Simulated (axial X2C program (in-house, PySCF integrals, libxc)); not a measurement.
## Outer orbitals of SrI⁻ at 3.157 Å, PBE0

All values were computed with an in-house all-electron X2C program for linear molecules (integrals from PySCF). Spin-free means the one-electron spin-free X2C Hamiltonian; two-component (2c) means X2C with spin–orbit coupling and atomic mean-field two-electron Coulomb and Gaunt terms, so the difference of the two also holds small scalar two-electron terms. Basis: I dyall-acv3z [12s13p9d5f1g], Sr dyall-acv3z [14s13p9d6f1g] (cores contracted in-house); Gaussian nuclei, density fitting, unrestricted open shells. Masses: I 126.904 u, Sr 87.906 u.

The distance is close to the 2c PBE0 minimum; the highest filled and lowest empty levels are listed.

Spin-free orbitals, state M_S = 0, Λ = 0 (closed shell) (Löwdin shares):

```json
{"symmetry": "π+α", "occupied": "yes", "ε (eV)": "-20.79", "atomic character": "100% Sr p"}
{"symmetry": "π-α", "occupied": "yes", "ε (eV)": "-20.79", "atomic character": "100% Sr p"}
{"symmetry": "σα", "occupied": "yes", "ε (eV)": "-20.74", "atomic character": "98% Sr p"}
{"symmetry": "σα", "occupied": "yes", "ε (eV)": "-13.93", "atomic character": "84% I s, 5% Sr d, 5% Sr p"}
{"symmetry": "σα", "occupied": "yes", "ε (eV)": "-3.66", "atomic character": "84% I p, 5% Sr s, 5% Sr d"}
{"symmetry": "π-α", "occupied": "yes", "ε (eV)": "-3.15", "atomic character": "90% I p, 5% Sr d, 4% Sr f"}
{"symmetry": "π+α", "occupied": "yes", "ε (eV)": "-3.15", "atomic character": "90% I p, 5% Sr d, 4% Sr f"}
{"symmetry": "σα", "occupied": "yes", "ε (eV)": "-0.13", "atomic character": "73% Sr s, 14% Sr p, 5% I p"}
{"symmetry": "π+α", "occupied": "no", "ε (eV)": "1.58", "atomic character": "99% Sr p"}
{"symmetry": "π-α", "occupied": "no", "ε (eV)": "1.58", "atomic character": "99% Sr p"}
{"symmetry": "σα", "occupied": "no", "ε (eV)": "1.59", "atomic character": "91% Sr p, 7% Sr s"}
{"symmetry": "σα", "occupied": "no", "ε (eV)": "1.85", "atomic character": "90% Sr s, 9% Sr p"}
```

One partner of each degenerate Kramers or spin pair is listed.

Spinors with spin–orbit coupling (state Ω = 0):

```json
{"ω": "1/2", "occupied": "yes", "ε (eV)": "-21.53", "atomic character": "99% Sr p", "λ mixture": "69% π, 31% σ"}
{"ω": "3/2", "occupied": "yes", "ε (eV)": "-20.40", "atomic character": "100% Sr p", "λ mixture": "100% π"}
{"ω": "1/2", "occupied": "yes", "ε (eV)": "-20.36", "atomic character": "98% Sr p", "λ mixture": "69% σ, 31% π"}
{"ω": "1/2", "occupied": "yes", "ε (eV)": "-13.94", "atomic character": "84% I s, 5% Sr d, 5% Sr p", "λ mixture": "100% σ"}
{"ω": "1/2", "occupied": "yes", "ε (eV)": "-4.01", "atomic character": "88% I p, 5% Sr d, 3% Sr s", "λ mixture": "62% σ, 38% π"}
{"ω": "1/2", "occupied": "yes", "ε (eV)": "-3.15", "atomic character": "87% I p, 5% Sr d, 3% Sr f", "λ mixture": "61% π, 39% σ"}
{"ω": "3/2", "occupied": "yes", "ε (eV)": "-2.86", "atomic character": "89% I p, 5% Sr d, 4% Sr f", "λ mixture": "100% π"}
{"ω": "1/2", "occupied": "yes", "ε (eV)": "-0.13", "atomic character": "73% Sr s, 14% Sr p, 5% I p", "λ mixture": "100% σ"}
{"ω": "1/2", "occupied": "no", "ε (eV)": "1.58", "atomic character": "99% Sr p", "λ mixture": "100% π"}
{"ω": "3/2", "occupied": "no", "ε (eV)": "1.58", "atomic character": "99% Sr p", "λ mixture": "100% π"}
{"ω": "1/2", "occupied": "no", "ε (eV)": "1.59", "atomic character": "90% Sr p, 8% Sr s", "λ mixture": "100% σ"}
{"ω": "1/2", "occupied": "no", "ε (eV)": "1.85", "atomic character": "89% Sr s, 10% Sr p", "λ mixture": "100% σ"}
```

One partner of each degenerate Kramers or spin pair is listed.

Mulliken charges and populations of the two-component result (they depend on the basis, above all on diffuse functions):

I -0.79 e (s 10.02 p 23.76 d 20.01), Sr -0.21 e (s 9.75 p 18.26 d 10.19 f 0.02).

The state is one determinant whose occupation by symmetry is held fixed; it was picked as the lowest of a PBE0 search that is not exhaustive. The highest occupied level of some functionals is positive through self-interaction error; at Hartree–Fock it is bound.
